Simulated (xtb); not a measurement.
CH3O, doublet, from a rough starting geometry; GFN2-xTB (xtb 6.7.1).

Here is a job for xtb.
```
$ xtb mol.xyz --gfn 2 --uhf 1 --opt vtight --json

# file mol.xyz
5

C      0.42064242    -0.08947683    -0.14326903
O     -0.87913556    -0.22034390     0.03026322
H     -1.29180941     0.58953727    -0.16488139
H      0.85990565     0.84611483     0.19121849
H      1.01136474    -1.05312907     0.03530277
```

It wrote (shortened):

```
   ID    Z sym.   atoms
    1    6 C      1
    2    8 O      2
    3    1 H      3-5

           -------------------------------------------------
          |                Calculation Setup                |
           -------------------------------------------------

           -------------------------------------------------
          |                 G F N 2 - x T B                 |
           -------------------------------------------------

          ...................................................
          :                      SETUP                      :
          :.................................................:
          :  # basis functions                  11          :
          :  # atomic orbitals                  11          :
          :  # shells                            7          :
          :  # electrons                        13          :
          :  max. iterations                   250          :
          :  Hamiltonian                  GFN2-xTB          :
          :  restarted?                      false          :
          :  GBSA solvation                  false          :
          :  PC potential                    false          :
          :  electronic temp.          300.0000000     K    :
          :  accuracy                    1.0000000          :
          :  -> integral cutoff          0.2500000E+02      :
          :  -> integral neglect         0.1000000E-07      :
          :  -> SCF convergence          0.1000000E-05 Eh   :
          :  -> wf. convergence          0.1000000E-03 e    :
          :  Broyden damping             0.4000000          :
          :  net charge                          0          :
          :  unpaired electrons                  1          :
          ...................................................

 iter      E             dE          RMSdq      gap      omega  full diag
   1     -7.6937465 -0.769375E+01  0.436E+00   10.22       0.0  T
   2     -7.6959916 -0.224509E-02  0.272E+00   10.41       1.0  T
   3     -7.6965079 -0.516253E-03  0.334E-01   10.51       1.0  T
   4     -7.6965671 -0.592653E-04  0.110E-01   10.45       1.0  T
   5     -7.6965693 -0.218112E-05  0.265E-02   10.44       1.7  T
   6     -7.6965698 -0.493080E-06  0.101E-02   10.44       4.4  T
   7     -7.6965700 -0.148949E-06  0.538E-03   10.44       8.3  T
   8     -7.6965700 -0.391056E-07  0.633E-04   10.44      70.6  T
   9     -7.6965700 -0.265166E-10  0.267E-04   10.44     167.5  T

[...]
         :: total energy              -7.630673789083 Eh    ::
 * total energy  :    -7.6306738 Eh     change       -0.1438165E-09 Eh
 * total energy  :    -7.6362817 Eh     change       -0.5607872E-02 Eh
 * total energy  :    -7.6369958 Eh     change       -0.7140987E-03 Eh
 * total energy  :    -7.6370668 Eh     change       -0.7106804E-04 Eh
 * total energy  :    -7.6371199 Eh     change       -0.5307561E-04 Eh
 * total energy  :    -7.6371415 Eh     change       -0.2162233E-04 Eh
 * total energy  :    -7.6371536 Eh     change       -0.1203349E-04 Eh
 * total energy  :    -7.6371548 Eh     change       -0.1251873E-05 Eh
 * total energy  :    -7.6371550 Eh     change       -0.1931442E-06 Eh
 * total energy  :    -7.6371550 Eh     change       -0.2496543E-07 Eh
   *** GEOMETRY OPTIMIZATION CONVERGED AFTER 10 ITERATIONS ***
         :: total energy              -7.637155028925 Eh    ::
[...]
        10                          0.2313347               6.2949
        11                          0.3446846               9.3793
      -------------------------------------------------------------
                  HL-Gap            0.3780556 Eh           10.2874 eV
             Fermi-level           -0.2372349 Eh           -6.4555 eV

     #   Z          covCN         q      C6AA      α(0)
     1   6 C        2.706    -0.015    28.352     8.716
     2   8 O        1.658    -0.353    19.954     6.030
     3   1 H        0.805     0.300     0.719     1.332
     4   1 H        0.926     0.019     2.743     2.590
     5   1 H        0.926     0.047     2.351     2.398

 Mol. C6AA /au·bohr⁶  :        189.867649
 Mol. C8AA /au·bohr⁸  :       3908.845280
 Mol. α(0) /au        :         21.065741

Wiberg/Mayer (AO) data.
largest (>0.10) Wiberg bond orders for each atom

 ---------------------------------------------------------------------------
     #   Z sym  total        # sym  WBO       # sym  WBO       # sym  WBO
 ---------------------------------------------------------------------------
     1   6 C    3.230 --     2 O    1.264     4 H    0.983     5 H    0.981
     2   8 O    2.175 --     1 C    1.264     3 H    0.895
     3   1 H    0.910 --     2 O    0.895
     4   1 H    1.000 --     1 C    0.983
     5   1 H    0.998 --     1 C    0.981
 ---------------------------------------------------------------------------

Topologies differ in total number of bonds
Writing topology from bond orders to xtbtopo.mol

molecular dipole:
                 x           y           z       tot (Debye)
 q only:       -0.044       0.456      -0.012
   full:       -0.059       0.678       0.076       1.740
molecular quadrupole (traceless):
                xx          xy          yy          xz          yz          zz
 q only:        0.807      -1.907      -0.005       0.168      -0.135      -0.802
  q+dip:        0.093      -2.753       1.092       0.509      -0.132      -1.184
   full:        0.437      -2.769       0.674       0.450      -0.179      -1.111

optimized geometry written to: xtbopt.xyz

           -------------------------------------------------
          | TOTAL ENERGY               -7.637155028925 Eh   |
          | GRADIENT NORM               0.000050551289 Eh/α |
          | HOMO-LUMO GAP              10.287416890199 eV   |
           -------------------------------------------------

normal termination of xtb
```
